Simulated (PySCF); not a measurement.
Electronic absorption of C2H7FOSi3

C₂H₇FOSi₃.
InChI=1S/C2H7FOSi3/c1-2-5-4-7-6-3/h1H,5-7H2

Computed with TDDFT CAM-B3LYP/def2-SVPD, vertical, gas phase, core orbitals frozen in the response in PySCF. Geometry: GFN2-xTB, one conformer, isolated molecule. Torsions of this conformer, `[CH:1]#[C:2][SiH2:3][O:4][SiH2:5][SiH2:6][F:7]`: C2–Si3–O4–Si5 -20°, Si3–O4–Si5–Si6 -32°, O4–Si5–Si6–F7 -168°.

Problem. What does the calculation give for the low-lying excited states?

Solution. 

```json
{"state": "S1", "E (eV)": "5.83", "ν̃ (cm⁻¹)": "47050", "f": "0.023", "main configurations (H = HOMO, L = LUMO)": "H→L (88%)"}
{"state": "S2", "E (eV)": "5.97", "ν̃ (cm⁻¹)": "48170", "f": "0.0023", "main configurations (H = HOMO, L = LUMO)": "H-1→L (29%), H-1→L+1 (27%)"}
{"state": "S3", "E (eV)": "6.32", "ν̃ (cm⁻¹)": "50940", "f": "0.0041", "main configurations (H = HOMO, L = LUMO)": "H-2→L (23%), H-2→L+2 (16%), H-1→L+1 (13%)"}
{"state": "S4", "E (eV)": "6.44", "ν̃ (cm⁻¹)": "51980", "f": "0.0000", "main configurations (H = HOMO, L = LUMO)": "H-2→L+3 (23%), H-2→L+2 (21%), H-2→L+1 (13%)"}
{"state": "S5", "E (eV)": "6.71", "ν̃ (cm⁻¹)": "54140", "f": "0.0017", "main configurations (H = HOMO, L = LUMO)": "H-3→L (64%), H-1→L (13%), H-2→L (10%)"}
{"state": "S6", "E (eV)": "7.18", "ν̃ (cm⁻¹)": "57950", "f": "0.010", "main configurations (H = HOMO, L = LUMO)": "H-4→L (34%), H→L+1 (21%), H→L+2 (11%)"}
{"state": "S7", "E (eV)": "7.30", "ν̃ (cm⁻¹)": "58860", "f": "0.039", "main configurations (H = HOMO, L = LUMO)": "H-4→L (49%), H→L+1 (15%)"}
{"state": "S8", "E (eV)": "7.45", "ν̃ (cm⁻¹)": "60120", "f": "0.016", "main configurations (H = HOMO, L = LUMO)": "H→L+4 (22%), H→L+1 (19%), H-5→L (14%)"}
```

Triplets (Tamm–Dancoff): T1 5.04 eV, H-2→L+1 (27%), H-1→L+2 (16%), H-2→L (9%); T2 5.17 eV, H→L (78%); T3 5.45 eV, H-1→L (18%), H-1→L+1 (18%), H-2→L+1 (13%).

The lowest singlet lies at 5.83 eV (213 nm, ultraviolet) and is weak; its leading configuration is HOMO→LUMO (88%). The strongest level in the table is S7 at 7.30 eV (170 nm, f = 0.039). Löwdin shares by element: HOMO silicon 40% or more, oxygen 20%, fluorine 7% (atoms not listed hold the other 33%); LUMO silicon 53%, oxygen 7% (atoms not listed hold the other 40%). Weighted by f, the mean energy of these states is 6.88 eV. Orbital energies (eV): HOMO-3 -10.42, HOMO-2 -10.07, HOMO-1 -9.91, HOMO -9.53, LUMO -0.31, LUMO+1 0.66, LUMO+2 0.95. Of the 8 states listed, 4 reach f = 0.01 and 1 stays under 0.0005. Singlets were solved by full linear response, triplets in the Tamm–Dancoff approximation.

Time: 44 s wall; peak memory 1.0 GiB. Hardware: an Arm Neoverse V1 with one thread, shared host.
